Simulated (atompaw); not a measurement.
# What one change does to a pseudopotential (terbium (Tb), PAW (atompaw))

terbium, PAW, made with atompaw 4.2.0.5 (PBEsol, scalar-relativistic). Core [Kr] 4d10, reference 4f9 5s2 5p6 5d0 6s1.5 6p0 (charge +0.5). Waves: 5s (bound): rc 1.90 bohr; 6s (bound): rc 3.00 bohr; 5p (bound): rc 2.10 bohr; 6p (bound, empty): rc 3.00 bohr; 5d (bound, empty): rc 3.00 bohr; 5d channel at 2.5 Ry: rc 3.00 bohr; 4f (bound): rc 0.90 bohr; 4f channel at -0.1 Ry: rc 0.90 bohr. Local part: troulliermartins scheme with l = 4 at 0.5 Ry, radius 2.10 bohr. Core correction: smooth core density matched at 2.25 bohr. Augmentation charge: sinc compensation charge, radius 2.60 bohr; PAW radius 3.00 bohr; waves and projectors: custom rrkj vanderbiltortho.

Change: local potential troulliermartins scheme with l = 4 at 0.5 Ry, radius 1.30 bohr.

Cutoffs: the cutoffs (Ry, on a coarse ladder) from which the occupation-weighted sum of valence levels, in a spherical-Bessel basis at the reference potential, stays within 10 and 1 mRy of its value at 400 Ry; they do not see the model core or the augmentation charge, which bear on the density cutoff.

Task: What does the change do?

Result: A bound ghost appears in s, which as a rule spoils a file; the range in which the s phases agree widens (upper end 0.5 → 1.8). A state that the projectors do not describe sees the local part alone, so a deeper or shallower local part can create or remove a ghost.

```csv
quantity,base,changed
"cutoff, loose",260 Ry,260 Ry
"cutoff, tight",over 300 Ry,over 300 Ry
bound ghosts,none,s
s: phases at 3.01 bohr within 0.05 rad from the reference energy up to (Ry; the scan ends near 5),0.5,1.8
p: phases at 3.01 bohr within 0.05 rad from the reference energy up to (Ry; the scan ends near 5),0.4,-0.0
d: phases at 3.01 bohr within 0.05 rad from the reference energy up to (Ry; the scan ends near 5),to the end of the scan,4.0
f: phases at 3.01 bohr within 0.05 rad from the reference energy up to (Ry; the scan ends near 5),to the end of the scan,to the end of the scan
lowest overlap eigenvalue by channel,"s 0.35, p 0.51, d 0.82, f 0.87","s 0.35, p 0.49, d 0.81, f 0.95"
```

 A true bound ghost makes a file unfit for plane-wave use even where its test errors are small: the radial tests pick states by their node count and pass the ghost by. The cutoffs see the waves, projectors and local potential, not the compensation charge or the core.
